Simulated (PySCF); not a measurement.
Si(Cl)(F)2(SH) (ClF₂HSSi), SMILES Cl[Si](F)(S)F.

Geometry: r2SCAN-D4/def2-SVP. One conformer was computed; it need not be the lowest.

Level of theory: r2SCAN-D4/def2-SVP (PySCF).

Frequencies are harmonic and unscaled.

| mode | ν (cm⁻¹) | IR (km/mol) | moving atoms (share of kinetic energy) |
|---|---|---|---|
| 1 | 97 | 15.0 | H 64 %, F 16 %, Cl 13 % |
| 2 | 179 | 6.4 | F 36 %, S 24 %, Cl 20 %, H 15 % |
| 3 | 202 | 8.1 | F 46 %, S 23 %, H 19 %, Cl 9 % |
| 4 | 250 | 10.9 | F 50 %, Si 26 %, Cl 16 % |
| 5 | 294 | 26.8 | F 53 %, Cl 23 %, S 16 %, Si 8 % |
| 6 | 305 | 19.5 | F 63 %, S 17 %, Si 9 % |
| 7 | 490 | 26.5 | S 28 %, F 25 %, Cl 25 %, Si 22 % |
| 8 | 631 | 217.9 | Si 62 %, Cl 17 %, H 13 % |
| 9 | 750 | 60.2 | H 78 %, S 9 %, Si 8 % |
| 10 | 897 | 175.8 | F 58 %, Si 41 % |
| 11 | 984 | 132.7 | F 49 %, Si 49 % |
| 12 | 2690 | 3.8 | H 97 % |
